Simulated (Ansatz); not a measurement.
Reaction R1 → 0.5 P1 + 1.5 P2, each structure at its B3LYP-D3(BJ)/def2-TZVP stationary point, reached from a drawn start (curvature not checked).
R1: C2H6 (SMILES CC), charge 0, multiplicity 1.
P1: C atom, charge 0, multiplicity 3.
P2, CH4 (SMILES C) (charge 0, multiplicity 1):
```xyz
5

C      0.00000     0.00000     0.00000
H      0.62892     0.62892     0.62892
H     -0.62892    -0.62892     0.62892
H      0.62892    -0.62892    -0.62892
H     -0.62892     0.62892    -0.62892
```

P less R. No zero-point or thermal terms; singlets are restricted closed shells; open shells are unrestricted; no spin–orbit coupling.

Correlated levels freeze the cores. CBS: X⁻³ extrapolation of the correlation energy, Hartree–Fock from the larger set.

Codes used: Ansatz (a program for electronic structure). All values are computed, each at the level named.

| level | reaction energy (kJ/mol) |
|---|---|
| HF/cc-pVDZ | 245.8 |
| HF/cc-pVTZ | 246.8 |
| BLYP/def2-TZVPP | 331.2 |
| B3LYP/def2-TZVPP | 335.6 |
| wB97X-V/def2-TZVPP | 349.5 |
| MP2/cc-pVTZ | 349.6 |
| CCSD/cc-pVDZ | … |
| CCSD/cc-pVTZ | … |
| CCSD(T)/CBS(cc-pVTZ, cc-pVQZ) | … |

Question: Some entries are withheld; supply them.

Answer: 
- CCSD/cc-pVDZ, reaction energy (kJ/mol): 313.0
- CCSD/cc-pVTZ, reaction energy (kJ/mol): 325.3
- CCSD(T)/CBS(cc-pVTZ, cc-pVQZ), reaction energy (kJ/mol): 342.9
